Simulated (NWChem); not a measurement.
# WNHSClF; SMILES [NH]=[W]([F])(=[S])[Cl]

def2 effective core potentials on W; no spin-orbit coupling.

Question: Give the equilibrium geometry at PBE-D3(BJ)/def2-SVP with def2 effective core potentials on W (NWChem) as a list of bonds and angles, with the point group.

Answer: point group C1; any orientation.
Bonds (Å): W1–N2 1.750, W1–S4 2.147, W1–F5 1.878, W1–Cl6 2.287, N2–H3 1.025. Bond angles (°): N2–W1–S4 107.5, N2–W1–F5 107.8, N2–W1–Cl6 106.7, S4–W1–F5 109.3, S4–W1–Cl6 108.3, F5–W1–Cl6 116.9, W1–N2–H3 155.3.
